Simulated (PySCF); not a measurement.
Species: C₅H₆OS.
Bonds: C1–S2, S2–C3, C3–C4 (aromatic), C4–C5 (aromatic), C5–O6 (aromatic), O6–C7 (aromatic), C3–C7 (aromatic). Hydrogens: H8, H9, H10 on C1; H11 on C4; H12 on C5; H13 on C7.

Level of theory: PBE0-D3(BJ)/def2-SVP geometry optimisation, gas phase (PySCF 2.14.0).

Give the optimised bond lengths and angles.

```csv
bond,length (Å)
C1–S2,1.800
S2–C3,1.748
C3–C4,1.436
C4–C5,1.361
C5–O6,1.344
O6–C7,1.354
C3–C7,1.369
"C1–H8, C1–H9, C1–H10",1.100
C4–H11,1.088
C5–H12,1.087
C7–H13,1.085
```

Bonds in one row agree within 0.01 Å and their mean is given. A selection of angles:
```csv
angle,degrees
S2–C1–H8,106.6
S2–C1–H9,111.2
H8–C1–H9,108.9
C1–S2–C3,100.5
S2–C3–C4,124.2
S2–C3–C7,130.2
C4–C3–C7,105.7
C3–C4–C5,105.8
C3–C4–H11,127.1
C5–C4–H11,127.1
C4–C5–O6,110.8
C4–C5–H12,132.8
O6–C5–H12,116.4
C5–O6–C7,107.6
O6–C7–H13,116.4
C3–C7–O6,110.1
C3–C7–H13,133.5
```

Dihedral angles: C1–S2–C3–C4 180° (antiperiplanar).

Of the pairs four or more bonds apart, C1···H13 is among the closest relative to their van der Waals radii: 2.86 Å, 99 % of the sum of Bondi's values. S2 (sulfide sulfur) is bent (angle 100.5°). The C–C distances run from 1.361 Å (C4–C5, aromatic) to 1.436 Å (C3–C4, aromatic), a spread of 0.075 Å. The 7 heavy atoms lie in one plane (0.002 Å rms). The C–S distances run from 1.748 Å (S2–C3, drawn single) to 1.800 Å (C1–S2, drawn single), a spread of 0.052 Å. The 5-membered ring C3–C4–C5–O6–C7 has internal angles of 105.7° to 110.8°; it is planar, 0.00 Å rms from its mean plane, widest ring torsion 0°.

Point group: Cs (tolerance 0.08 Å). PBE0-D3(BJ)/def2-SVP frequencies: not computed here. One conformer, not necessarily the lowest.
